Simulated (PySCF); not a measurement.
**Rb: electron affinity**

Rb- [Kr] 5s2 (1S) → Rb [Kr] 5s1 (2S), as a difference of total energies. Computed with PySCF 2.14 in x2c-QZVPPall with one added diffuse shell each of s, p, d, f, g type (14s9p8d4f3g, 136 functions), with the spin-free X2C one-electron Hamiltonian (Gaussian nucleus). Correlated levels: valence: [Kr] frozen. The calculations carry no spin-orbit coupling.

```json
{"method": "UHF", "electron affinity (eV)": "-0.084"}
{"method": "MP2 (valence)", "electron affinity (eV)": "0.291"}
{"method": "SCS-MP2 (valence)", "electron affinity (eV)": "0.366"}
{"method": "CCSD (valence)", "electron affinity (eV)": "0.465"}
```

A negative affinity means that the anion lies above the atom at that level of theory.

With two correlated electrons CCSD is exact in that space.

The coupled-cluster amplitudes are large for Rb- (T1 above 0.03 or a double amplitude above 0.15), so a single reference is strained.

Which method comes closest to the reference value, and which is furthest?

The reference is 0.486 eV (measured; photodetachment measurements, as compiled on the Wikipedia data page of electron affinities). Closest: CCSD (valence) (error -0.021 eV); furthest: UHF (error -0.570 eV).
